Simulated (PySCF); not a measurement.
Shapes and spin states of BiSe₂

Computed with PySCF, PBE0, basis Bi def2-SVP with ECP60, Se def2-SVP (scalar-relativistic core potentials, no spin–orbit coupling, density fitting).

Relaxations began from a few typed shapes and spin states; open shells are unrestricted. The search is not exhaustive: other isomers or separated fragments can lie lower, and high-lying points may rest on an excited occupation.

Question: Order these stationary points by electronic energy, lowest first, in kJ/mol from the lowest minimum.
A. quartet Cs: Bi–Se 2.700 Å, Bi–Se 3.578 Å, Se–Se 2.266 Å; Bi–Se–Se 49.0°, Bi–Se–Se 91.8°, Se–Bi–Se 39.3°
B. doublet D∞h: Bi–Se 2.511 Å (×2); Se–Bi–Se 180.0°
C. doublet C2v: Bi–Se 2.642 Å (×2), Se–Se 2.405 Å; Bi–Se–Se 62.9° (×2), Se–Bi–Se 54.1°
D. doublet C2v: Bi–Se 2.512 Å (×2); Se–Bi–Se 85.3°

Answer: C (0.0), D (39.6), A (86.1), B (139.1).

Question: Which of them are minima?

Answer: By energy in kJ/mol, 0.0: minimum; 39.6: minimum; 86.1: minimum; 139.1: saddle point, 2 imaginary modes.

For the lowest minimum: spin–orbit coupling, left out here, can matter for elements this heavy.
